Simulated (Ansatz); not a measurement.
`[BH2][GeH]([CH3])[SiH3]` + HCl → `[CH3][GeH]([SiH3])[Cl]` + BH₃ at 298.15 K and 1 bar (cleavage of the Ge–B bond).

Isolated molecules relaxed with PBE0-D4/def2-TZVP in Ansatz; ΔE leaves out vibrations. CCSD(T)/CBS is the MP2 limit (def2-TZVPP, def2-QZVPP) plus CCSD(T) − MP2 in def2-TZVPP, frozen cores. This one scheme is used for every species. For Ge outer-core shells are correlated without core-valence functions, which leaves a few kJ/mol of doubt a bond. Scalar relativity is left out up to krypton.

```csv
species,CCSD(T)/CBS energy (Eh),H − E (kJ/mol),S (J/(mol·K))
`[BH2][GeH]([CH3])[SiH3]`,-2433.42294,260.5,386.0
HCl,-460.38127,26.6,186.8
`[CH3][GeH]([SiH3])[Cl]`,-2867.28258,209.8,376.7
BH₃,-26.55200,78.7,188.3
```

H − E and S are ideal-gas, rigid-rotor, harmonic terms from PBE0-D4/def2-TZVP, for one conformer and one mirror image of each species. 1 Eh = 2625.50 kJ/mol, R = 8.31446 J/(mol·K).

Task: By hand: ΔE, ΔH, ΔS and ΔG.

Result: ΔE = (-2867.28258) + (-26.55200) − (-2433.42294) − (-460.38127) = -0.03037 Eh = -79.7 kJ/mol. Δ(H − E) = 209.8 + 78.7 − 260.5 − 26.6 = 1.4, so ΔH = -78.3 kJ/mol. ΔS = 376.7 + 188.3 − 386.0 − 186.8 = -7.8 J/(mol·K). ΔG = -78.3 − 298.15 × (-7.8)/1000 = -76.0 kJ/mol.

Task: By hand: the equilibrium constant, and the temperature at which ΔG would vanish if ΔH and ΔS stayed fixed.

Result: log₁₀ K = −ΔG/(RT ln 10) = 13.3. ΔG = 0 at ΔH/ΔS = 10038 K, far beyond where these terms or the molecules hold.

The number of gas molecules stays the same, so ΔS is small and ΔH decides. A doubt of 5 kJ/mol in ΔE shifts log₁₀ K by 0.9 here. Other conformers and mirror images would add mixing entropy, several J/(mol·K) or more a flexible species. These are equilibria of isolated gas molecules and say nothing of rates. Largest T1 diagnostic: 0.012 (customary marks: 0.02 for closed shells, 0.045 for open ones).
